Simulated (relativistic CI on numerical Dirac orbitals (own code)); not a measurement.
Spin-allowed bands of a d8 ion in an octahedral site, by hand

Problem. A d8 ion in an octahedral site has a 3A2 ground term and spin-allowed bands at ν1 = 8500 and ν2 = 13988 cm⁻¹ (from a computed ligand-field model). Find Δ and the Racah parameter B, and predict the third band.

Working.
1. The F term splits into A2 (−1.2Δ), T2 (−0.2Δ) and T1 (+0.6Δ), so ν1 = E(T2) − E(A2) = Δ = 8500 cm⁻¹.
2. T1(F) mixes with T1(P), which lies at 15B, through an element 0.4Δ. The two roots, counted from A2, are ν2,3 = ½(15B + 3Δ) ∓ ½√[(15B − Δ)² + 12BΔ].
3. Solving the lower root for B gives B = (2ν1² + ν2² − 3ν1ν2)/(15ν2 − 27ν1) = -16529856/-19680 = 840 cm⁻¹.
4. The sum of the roots is 15B + 3Δ, so ν3 = 15B + 3ν1 − ν2 = 24111 cm⁻¹ (415 nm).

Check. The bands were computed by exact diagonalisation of the d8 shell with B = 840 and Δ = 8500 cm⁻¹, which gives ν3 = 24112 cm⁻¹. C does not enter the terms of highest spin.
